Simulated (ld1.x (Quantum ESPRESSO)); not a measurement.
## Cs: PAW pseudisation with PBE, scalar-relativistic reference atom.

- Element: caesium (Cs)
- Generator: ld1.x (Quantum ESPRESSO) 7.5
- Type: PAW
- Functional: PBE
- Relativity: scalar-relativistic
- Frozen core: [Kr] 4d10
- Valence charge: 9
- Reference configuration: 5s2 5p6 5d0 6s0 6p0 (charge +1)
- Partial waves: 5s (bound): rcut 2.65, rcutus 3.50 bohr; 6s (bound, empty): rcut 2.65, rcutus 3.50 bohr; 5p (bound): rcut 2.65, rcutus 2.75 bohr; 6p (bound, empty): rcut 2.65, rcutus 2.75 bohr; 5d (bound, empty): rcut 2.80, rcutus 2.95 bohr; 5d channel at 0.1 Ry: rcut 2.80, rcutus 2.95 bohr; 4f channel at -0.05 Ry: rcut 2.55, rcutus 2.90 bohr; 4f channel at 1.8 Ry: rcut 2.55, rcutus 2.90 bohr
- Local potential: all-electron potential smoothed inside 3.30 bohr (lloc = -1)
- Core correction: a·sin(br)/r model core, default radius (ld1.x builds one for every PAW set, though the input has nlcc=.false.)
- Augmentation charge: PSQ, inside the norm-conserving radii

All-electron outer shells of the reference configuration (PBE, scalar-relativistic, ld1.x):

```tsv
shell	level (eV)	outermost node (bohr)	outermost maximum (bohr)
4d	-79.49	0.33	0.72
5s	-31.94	0.82	1.54
5p	-18.67	0.89	1.79
6s	-5.64	2.08	4.18
5d	-4.40	1.05	2.80
6p	-3.42	2.52	5.23
```

Is the overlap operator S = 1 + Σ q|β⟩⟨β| positive definite (Bessel basis up to 400 Ry)?

No: its lowest eigenvalue is -0.003, in the s channel, so the generalised eigenproblem breaks down once the basis is large enough.

Its largest configuration-test error is +1.6 meV (5s2 5p6 5d0 6s1 6p0). Test run stopped at test 4 of 7 (negative rho).

The ghost test of this file was not conclusive. Its overlap operator is not positive definite in a basis up to 400 Ry (lowest eigenvalue s -0.0031), so the file is unfit for use: the generalised eigenproblem breaks down once the basis is large enough, and its test numbers describe a broken file.
